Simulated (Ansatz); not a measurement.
System: MgF, charge 1, multiplicity 1. SMILES: [F][Mg+]
Geometry from a B3LYP-D3(BJ)/def2-TZVP (Ansatz, a quantum-chemistry and plane-wave program) optimisation:
```xyz
2

Mg     0.0000     0.0000    -0.7312
F      0.0000     0.0000     0.9749
```
Charge +1, spin multiplicity 1.

Wanted: vertical electron affinity (to the doublet state of charge +0; a negative value means that the extra electron is unbound and the number depends on the basis; each state is the SCF solution reached for its spin), in eV. Cores are frozen in the correlated levels unless marked. Open shells are spin-unrestricted. No spin-orbit coupling. Non-relativistic. Basis-set limits of correlation are two-point, X^-3; Hartree-Fock from the larger set.

```
level                                 program  vertical electron affinity (eV)
------------------------------------  -------  -------------------------------
PBE/def2-TZVPD                         Ansatz                             7.90
B3LYP/def2-TZVPD                       Ansatz                             8.04
wB97M-V/def2-TZVPD                     Ansatz                                …
wB97X/def2-TZVPD                       Ansatz                                …
CCSD/def2-SVPD                         Ansatz                             7.67
CCSD/def2-TZVPPD                       Ansatz                                …
CCSD(T)/CBS(def2-TZVPPD,def2-QZVPPD)   Ansatz                             7.64
```

Problem. Some entries are withheld; supply them.

Solution. 
- wB97M-V/def2-TZVPD, vertical electron affinity (eV): 7.71
- wB97X/def2-TZVPD, vertical electron affinity (eV): 7.54
- CCSD/def2-TZVPPD, vertical electron affinity (eV): 7.65
